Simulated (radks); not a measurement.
Question: Valence configurations of neutral platinum (all share [Xe]). Calculated with a radial shooting solver on a logarithmic mesh with Libxc functionals: Dirac Kohn-Sham, PBE, spin-unpolarised, spherical densities, finite nucleus; open shells are shared between the two j in proportion to 2j + 1; Fermi nuclear charge, rms radius 5.427 fm. Order these by energy: 4f13 5d9 6s1 6p1; 4f14 5d8 6s1 6p1; 4f14 5d9 6p1; 4f14 5d7 6s1 6p2; 4f12 5d10 6s1 6p1; 4f14 5d10; 4f13 5d9.5 6s1.5; 4f13 5d9 6s2; 4f14 5d8 6s2; 4f14 5d9 6s1.

Answer: From the lowest, in eV above it: 4f14 5d10 0.000; 4f14 5d9 6s1 0.046; 4f14 5d8 6s2 1.073; 4f14 5d9 6p1 5.043; 4f14 5d8 6s1 6p1 6.571; 4f14 5d7 6s1 6p2 15.620; 4f13 5d9.5 6s1.5 69.470; 4f13 5d9 6s2 70.612; 4f13 5d9 6s1 6p1 76.192; 4f12 5d10 6s1 6p1 155.91. NIST lists [Xe] 4f14 5d9 6s1 as the ground configuration; this level of theory puts 4f14 5d10 lower, by 0.046 eV. The energies are those of spherical spin-averaged densities, not of single terms.
